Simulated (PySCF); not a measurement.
Electric field gradients and quadrupole coupling constants

C7H11N3.
Structure used (GFN2-xTB), in Å, numbered top down from 1:
```
atom  x, y, z in Å
C1     2.2676   -0.9547    0.4642
C2     1.6281    0.2997   -0.0314
N3     2.4615    1.2861   -0.3569
N4     2.0304    2.4156   -0.7982
N5     0.7724    2.6580   -0.9488
C6    -0.1213    1.7284   -0.6460
C7     0.2429    0.4743   -0.1634
C8    -0.7762   -0.5778    0.1768
C9    -1.6949   -0.0785    1.2948
C10   -1.5811   -0.9536   -1.0699
H11    2.0141   -1.7930   -0.1828
H12    1.9295   -1.1824    1.4737
H13    3.3453   -0.8199    0.4695
H14   -1.1539    2.0116   -0.8001
H15   -0.2574   -1.4725    0.5324
H16   -1.1122    0.2022    2.1702
H17   -2.2667    0.7876    0.9706
H18   -2.3916   -0.8628    1.5807
H19   -0.9189   -1.2911   -1.8650
H20   -2.1512   -0.1033   -1.4359
H21   -2.2754   -1.7568   -0.8350
```

Field gradients from the PBE0/pcSseg-1 density (PySCF, non-relativistic), principal values in atomic units, ordered |Vxx| ≤ |Vyy| ≤ |Vzz|:

```
atom     Vxx     Vyy      Vzz
  N3  0.4981  0.7326  -1.2307
  N4  0.6245  0.7388  -1.3633
  N5  0.5020  0.7561  -1.2581
```

Find the asymmetry η = (Vxx − Vyy)/Vzz and the couplings χ = eQV/h (234.96 MHz × Q in barn × V in au), with Q(14N) = 0.02044 b.

```csv
atom,environment,nucleus,η,χzz (MHz),χxx (MHz),χyy (MHz)
N3,pyridine-type nitrogen,14N,0.19,-5.91,2.39,3.52
N4,pyridine-type nitrogen,14N,0.08,-6.55,3.00,3.55
N5,pyridine-type nitrogen,14N,0.20,-6.04,2.41,3.63
```

The tensor is traceless: Vxx + Vyy + Vzz = 0.

What is Vzz at N5 in SI units (1 au = 9.71736 × 10²¹ V/m²)?

-1.2581 au = -12.226 × 10²¹ V/m².

Were the hydrogens deuterons (Q(2H) = 0.00286 b), χzz would run from 197 kHz (H15) to 214 kHz (H14).

Isolated species at its GFN2-xTB geometry (one conformer only). GFN2-xTB bond lengths can be off by several hundredths of an ångström, more for odd bonds, and the gradients follow them. A larger basis could move these couplings by a tenth or more.
